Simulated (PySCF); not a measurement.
Question: Write Cartesian coordinates for InChI=1S/C7H8O/c1-2-6(1)7-3-4-8-5-7/h3-6H,1-2H2 as optimised with GFN2-xTB.

Answer: 
```
atom  x, y, z in Å
C1     2.4223   -0.0366   -0.9031
C2     1.1020    0.2810   -0.9409
C3     0.5332   -0.2461    0.2537
C4    -0.8653   -0.1752    0.6959
C5    -1.9788   -0.2713   -0.3132
C6    -1.7019    1.0309    0.3631
C7     1.5721   -0.8406    0.9103
O8     2.7177   -0.7170    0.2153
H9     3.2248    0.1589   -1.5866
H10    0.5970    0.8196   -1.7165
H11   -1.0336   -0.6397    1.6600
H12   -2.8677   -0.8179   -0.0381
H13   -1.7059   -0.3771   -1.3517
H14   -1.2409    1.8188   -0.2120
H15   -2.3993    1.3841    1.1071
H16    1.6166   -1.3628    1.8453
```

Any rigid rotation of these coordinates is as good. Atoms count from 1 in this order. Of the pairs four or more bonds apart, C2···H14 is among the closest relative to their van der Waals radii: 2.90 Å, 100 % of the sum of Bondi's values. The 5-membered ring C1–C2–C3–C7–O8 has internal angles of 105.1° to 111.1° (sum 540°, against 540° for a flat polygon); it is planar, 0.00 Å rms from its mean plane, widest ring torsion 0°. The 7 C–C bonds span 1.359 Å (C1–C2, aromatic) to 1.506 Å (C4–C5, drawn single), a spread of 0.147 Å. The 3-membered ring C4–C5–C6 has internal angles of 59.5° to 60.3°.

Bonds between heavy atoms (Å): C1–C2 1.359, C2–C3 1.424, C3–C4 1.469, C4–C5 1.506, C5–C6 1.493, C3–C7 1.365, C7–O8 1.346, C1–O8 1.342, C4–C6 1.505.

Structure optimised with GFN2-xTB, isolated species.

Not checked by GFN2-xTB frequencies. One conformer, not necessarily the lowest (C2–C3–C4–C5 36°).

The numbers are calculated, not measured.
